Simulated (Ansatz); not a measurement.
Relaxation of CH7FGe (10 atoms, charge 0, multiplicity 1), to a largest force component of 0.03 eV/Å in at most 50 steps.

These are results of RKS B3LYP-D4/def2-SVP (Ansatz), not measurements.

```xyz
10
Properties=species:S:1:pos:R:3
Ge -0.043 0.135 -0.099
F -0.225 0.092 1.611
H 1.466 0.236 -0.394
C -1.008 1.723 -0.685
H -2.094 1.552 -0.645
H -0.759 2.565 -0.022
H -0.727 1.986 -1.718
H -0.653 -1.167 -0.652
H 1.264 -1.991 1.081
H 0.985 -1.656 1.651
```

Task: Where does it end, and by what steps?

Result: The forces met the threshold. The force dipped under the threshold on the way, but the program's further checks kept it going. After 20 steps the energy has fallen by 0.188 eV; H9 moved furthest, 1.56 Å.

```json
{"step": "0", "energy less start (eV)": "0.0000", "largest force component (eV/Å)": "1.334", "accepted": "yes"}
{"step": "1", "energy less start (eV)": "-0.1148", "largest force component (eV/Å)": "0.605", "accepted": "yes"}
{"step": "2", "energy less start (eV)": "-0.1517", "largest force component (eV/Å)": "0.122", "accepted": "yes"}
{"step": "3", "energy less start (eV)": "-0.1629", "largest force component (eV/Å)": "0.150", "accepted": "yes"}
{"step": "4", "energy less start (eV)": "-0.1686", "largest force component (eV/Å)": "0.102", "accepted": "yes"}
{"step": "5", "energy less start (eV)": "-0.1733", "largest force component (eV/Å)": "0.199", "accepted": "yes"}
{"step": "6", "energy less start (eV)": "-0.1751", "largest force component (eV/Å)": "0.354", "accepted": "yes"}
{"step": "7", "energy less start (eV)": "-0.1791", "largest force component (eV/Å)": "0.122", "accepted": "yes"}
{"step": "8", "energy less start (eV)": "-0.1818", "largest force component (eV/Å)": "0.051", "accepted": "yes"}
{"step": "9", "energy less start (eV)": "-0.1834", "largest force component (eV/Å)": "0.262", "accepted": "yes"}
{"step": "10", "energy less start (eV)": "-0.1851", "largest force component (eV/Å)": "0.096", "accepted": "yes"}
{"step": "11", "energy less start (eV)": "-0.1857", "largest force component (eV/Å)": "0.062", "accepted": "yes"}
{"step": "12", "energy less start (eV)": "-0.1867", "largest force component (eV/Å)": "0.043", "accepted": "yes"}
{"step": "13", "energy less start (eV)": "-0.1858", "largest force component (eV/Å)": "0.252", "accepted": "no"}
{"step": "14", "energy less start (eV)": "-0.1873", "largest force component (eV/Å)": "0.040", "accepted": "yes"}
{"step": "15", "energy less start (eV)": "-0.1874", "largest force component (eV/Å)": "0.128", "accepted": "yes"}
{"step": "16", "energy less start (eV)": "-0.1878", "largest force component (eV/Å)": "0.039", "accepted": "yes"}
{"step": "17", "energy less start (eV)": "-0.1879", "largest force component (eV/Å)": "0.005", "accepted": "yes"}
{"step": "18", "energy less start (eV)": "-0.1880", "largest force component (eV/Å)": "0.019", "accepted": "yes"}
{"step": "19", "energy less start (eV)": "-0.1881", "largest force component (eV/Å)": "0.032", "accepted": "yes"}
{"step": "20", "energy less start (eV)": "-0.1881", "largest force component (eV/Å)": "0.017", "accepted": "yes"}
```

```xyz
10
Properties=species:S:1:pos:R:3
Ge -0.018 0.277 -0.613
F 0.027 -0.277 1.060
H 1.448 0.554 -1.004
C -1.128 1.880 -0.636
H -2.142 1.643 -0.283
H -0.693 2.651 0.016
H -1.194 2.277 -1.661
H -0.622 -0.886 -1.425
H 1.445 -2.616 2.500
H 1.081 -2.029 2.175
```

Whether the end is a true minimum wasn't checked by a vibrational analysis.

Run time: 71 s on 2 threads of Arm Neoverse N1 (shared host), peak memory 0.2 GiB.
